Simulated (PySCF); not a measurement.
# One molecule, a ladder of functionals, a line

Molecule: `CC(C)N[SiH2][SiH3]`, C$_{3}$H$_{13}$NSi$_{2}$.

Molfile (atoms numbered from 1):
```
C3H13NSi2
     RDKit          3D

 19 18  0  0  0  0  0  0  0  0999 V2000
   -1.4454    1.1485   -1.2802 C   0  0  0  0  0  0  0  0  0  0  0  0
   -0.9647   -0.0754   -0.5041 C   0  0  0  0  0  0  0  0  0  0  0  0
   -1.8800   -0.3941    0.6709 C   0  0  0  0  0  0  0  0  0  0  0  0
    0.4103    0.0586   -0.0484 N   0  0  0  0  0  0  0  0  0  0  0  0
    1.8062   -0.4033   -0.9678 Si  0  0  0  0  0  4  0  0  0  0  0  0
    3.6506   -0.3300    0.4783 Si  0  0  0  0  0  4  0  0  0  0  0  0
   -2.4760    1.0180   -1.6461 H   0  0  0  0  0  0  0  0  0  0  0  0
   -1.4276    2.0435   -0.6360 H   0  0  0  0  0  0  0  0  0  0  0  0
   -0.7955    1.3452   -2.1466 H   0  0  0  0  0  0  0  0  0  0  0  0
   -0.9834   -0.9418   -1.1909 H   0  0  0  0  0  0  0  0  0  0  0  0
   -1.8903    0.4432    1.3896 H   0  0  0  0  0  0  0  0  0  0  0  0
   -1.5289   -1.2908    1.2013 H   0  0  0  0  0  0  0  0  0  0  0  0
   -2.9167   -0.5607    0.3408 H   0  0  0  0  0  0  0  0  0  0  0  0
    0.5261    0.7785    0.6589 H   0  0  0  0  0  0  0  0  0  0  0  0
    2.1118    0.4418   -2.1771 H   0  0  0  0  0  0  0  0  0  0  0  0
    1.5897   -1.7933   -1.4820 H   0  0  0  0  0  0  0  0  0  0  0  0
    3.6987    0.9977    1.1712 H   0  0  0  0  0  0  0  0  0  0  0  0
    4.9297   -0.5120   -0.2766 H   0  0  0  0  0  0  0  0  0  0  0  0
    3.5542   -1.3957    1.5236 H   0  0  0  0  0  0  0  0  0  0  0  0
  1  2  1  0
  2  3  1  0
  2  4  1  0
  4  5  1  0
  5  6  1  0
  1  7  1  0
  1  8  1  0
  1  9  1  0
  2 10  1  0
  3 11  1  0
  3 12  1  0
  3 13  1  0
  4 14  1  0
  5 15  1  0
  5 16  1  0
  6 17  1  0
  6 18  1  0
  6 19  1  0
M  END
```

GIAO shieldings (ppm, equivalent atoms averaged) in PySCF on the PBE0-D3(BJ)/def2-SVP geometry, basis pcSseg-1, gas phase, non-relativistic:

| functional | exact exchange (%) | σ(C2) | σ(N4) | σ(Si5) | σ(Si6) |
| --- | --- | --- | --- | --- | --- |
| BLYP | 0 | 120.2 | 206.7 | 380.7 | 436.1 |
| BP86 | 0 | 125.9 | 213.1 | 389.5 | 446.4 |
| PBE | 0 | 126.3 | 213.2 | 390.8 | 449.2 |
| PBE0 | 25 | 133.9 | 222.1 | 404.5 | 460.6 |
| mPW1PW91 | 25 | 133.4 | 221.4 | 403.1 | 457.0 |
| BHandHLYP | 50 | 135.4 | 223.2 | 410.1 | 460.9 |
| HF | 100 | 148.0 | 236.5 | 442.5 | 487.3 |

**Question.** Fit each shielding as a line in the percentage of exact exchange.

**Answer.** σ(C2) = 125.2 + 0.23 x (rms 2.5 ppm); σ(N4) = 212.3 + 0.25 x (rms 2.8 ppm); σ(Si5) = 387.6 + 0.54 x (rms 3.7 ppm); σ(Si6) = 444.8 + 0.42 x (rms 4.7 ppm). The functionals also differ in their semilocal parts, which the line can't hold; Hartree–Fock has no correlation at all.

**Question.** What does the line predict for B3LYP (20 %), and what does the run give?

**Answer.** σ(C2): 129.8 predicted, 127.0 computed; σ(N4): 217.3 predicted, 214.3 computed; σ(Si5): 398.4 predicted, 392.4 computed; σ(Si6): 453.2 predicted, 446.2 computed ppm.
